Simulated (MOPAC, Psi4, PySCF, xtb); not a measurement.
Approach curve of the dimer BF3 ··· CH3Br (SMILES FB(F)F and CBr), singlet. Monomers: optimised at B3LYP-D3(BJ) (def2-TZVP), held rigid. Orientation: a higher rigid-body minimum at GFN2-xTB. R is the distance of the centres of mass, along which the second monomer moves.

Geometry at R = 3.27 Å (first 4 atoms: monomer A):
```
9

F      1.1869    -0.5636     0.0674
B      0.0001     0.0000    -0.0011
F     -1.0817    -0.7475    -0.0358
F     -0.1053     1.3111    -0.0305
C      2.1317     1.7543    -2.0919
Br     0.9314     0.6105    -3.1324
H      1.5458     2.5815    -1.7072
H      2.9131     2.1027    -2.7579
H      2.5407     1.1547    -1.2864
```

Levels of theory: GFN1-xTB (xtb); PM3, restricted, heats of formation (MOPAC); RKS-B3LYP/LANL2DZ = PySCF with restricted B3LYP/LANL2DZ, with its core potentials past Ne, no counterpoise correction; SAPT0/jun-cc-pVDZ, frozen core (Psi4).

Interaction energies in kcal/mol; the last columns give the difference from SAPT0:

```tsv
R / Å	GFN1-xTB	PM3	RKS-B3LYP/LANL2DZ	SAPT0/jun-cc-pVDZ	GFN1-xTB − SAPT0/jun-cc-pVDZ	PM3 − SAPT0/jun-cc-pVDZ	RKS-B3LYP/LANL2DZ − SAPT0/jun-cc-pVDZ
2.68	0.80	2.39	8.67	8.08	-7.29	-5.69	0.58
2.88	-1.49	1.42	2.00	2.12	-3.61	-0.70	-0.12
3.05	-1.94	0.94	-0.74	-0.37	-1.57	1.31	-0.37
3.27	-1.79	0.21	-2.19	-1.72	-0.06	1.94	-0.47
3.48	-1.45	-0.19	-2.49	-2.04	0.59	1.86	-0.45
3.67	-1.18	-0.31	-2.36	-1.97	0.79	1.66	-0.39
3.97	-0.87	-0.34	-1.90	-1.62	0.75	1.28	-0.28
4.28	-0.66	-0.32	-1.38	-1.23	0.57	0.91	-0.16
4.81	-0.43	-0.25	-0.75	-0.73	0.31	0.48	-0.02
5.49	-0.24	-0.16	-0.35	-0.39	0.15	0.23	0.04
6.44	-0.10	-0.08	-0.14	-0.18	0.08	0.10	0.04
7.74	-0.04	-0.04	-0.06	-0.08	0.04	0.04	0.02
```

GFN1-xTB is furthest from SAPT0/jun-cc-pVDZ at 2.68 (-7.29 kcal/mol, below); its mean absolute difference over the points is 1.32 kcal/mol.

PM3 is furthest from SAPT0/jun-cc-pVDZ at 2.68 (-5.69 kcal/mol, below); its mean absolute difference over the points is 1.35 kcal/mol.

RKS-B3LYP/LANL2DZ is furthest from SAPT0/jun-cc-pVDZ at 2.68 (0.58 kcal/mol, above); its mean absolute difference over the points is 0.24 kcal/mol.
